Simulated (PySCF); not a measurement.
A PySCF script (with the pyscf-properties extension) for the NMR shieldings of `C1=CC[Si@H](OC)[C@@H]1C#C`, C$_{7}$H$_{10}$OSi, on a PBE0-D3(BJ)/def2-SVP geometry:

```python
import basis_set_exchange as bse
import numpy as np
from pyscf import gto, dft
from pyscf.prop import nmr

atoms = """
C    -0.370554    2.823233    0.840572
C    -0.616949    1.749939    0.332070
C    -0.898412    0.457826   -0.265026
C    -1.929993   -0.371430    0.474255
C    -1.683919   -1.671933    0.684020
C    -0.388520   -2.269640    0.203024
Si    0.594712   -0.748751   -0.303487
O     1.742488   -0.439535    0.850701
C     2.728419    0.556073    0.805255
H    -0.157550    3.776979    1.285302
H    -1.230537    0.620376   -1.310080
H    -2.853904    0.105951    0.815531
H    -2.417364   -2.300442    1.201138
H    -0.550002   -2.962291   -0.642092
H     0.122896   -2.848505    0.990053
H     1.245755   -0.777175   -1.651006
H     3.532302    0.289674    1.509149
H     3.175157    0.653237   -0.201585
H     2.318318    1.537224    1.095950
"""
names = dict.fromkeys(["C", "Si", "O", "H"], "pcSseg-1")
basis = {el: gto.basis.parse(bse.get_basis(n, elements=[el], fmt="nwchem")) for el, n in names.items()}
mol = gto.M(atom=atoms, basis=basis, charge=0, verbose=0)
mf = dft.RKS(mol, xc="PBE0")
mf.grids.level = 2
mf.grids.alignment = dft.numint.BLKSIZE   # the property module wants whole blocks of grid points
mf.conv_tol = 1e-9
mf.kernel()

calc = nmr.RKS(mf)   # GIAO
C = mf.mo_coeff
Co = C[:, mf.mo_occ > 0]
resp = mf.gen_response(singlet=True, hermi=2)
def vind(x):   # induced exchange potential for any number of trial vectors
    d = np.einsum("pi,xij,qj->xpq", C, 2 * x.reshape(-1, C.shape[1], Co.shape[1]), Co, optimize=True)
    return np.einsum("xpq,pi,qj->xij", resp(d - d.transpose(0, 2, 1)), C, Co, optimize=True).ravel()
mo1, _ = nmr.rhf.solve_mo1(calc, with_cphf=vind)
sigma = calc.kernel(mo1)
for i, s in enumerate(sigma):   # ppm
    print("%2d %-2s %9.2f" % (i, mol.atom_pure_symbol(i), np.trace(s) / 3))
```

Question: What are the results?

Answer: 
```
 0 C     110.91
 1 C      98.00
 2 C     160.44
 3 C      42.79
 4 C      44.96
 5 C     164.69
 6 Si    335.56
 7 O     315.86
 8 C     129.57
 9 H      29.44
10 H      28.87
11 H      25.30
12 H      25.21
13 H      29.88
14 H      29.67
15 H      26.07
16 H      27.51
17 H      27.74
18 H      26.85
```

These numbers come from an equivalent density-fitted implementation of the same equations, which agrees with the script to about 0.01 ppm for H and up to a few tenths of a ppm for heavy atoms, so last digits may differ.

Question: Turn these shieldings into chemical shifts. δ = σ(ref) − σ, references computed at the same level: ¹³C (σ = 184.41 ppm), ²⁹Si (σ = 351.99 ppm), ¹H (σ = 31.27 ppm) against TMS; ¹⁷O (σ = 334.56 ppm) against H2O.

Answer: Averaging equivalent atoms: C 3: 141.6; C 4: 139.5; C 1: 86.4; C 0: 73.5; C 8: 54.8; C 2: 24.0; C 5: 19.7; Si 6: 16.4; O 7: 18.7; H 12: 6.06; H 11: 5.97; H 15: 5.20; H 16/17/18: 3.90; H 10: 2.39; H 9: 1.83; H 14: 1.60; H 13: 1.39 ppm. Experimental scales use liquid or dissolved standards, which lie at an offset from isolated H2O (liquid H2O: subtract about 36 ppm).

Size and cost of the density-fitted run: 210 basis functions, 120 s wall time on 1 thread of an AMD EPYC, shared host; peak memory 0.92 GiB.
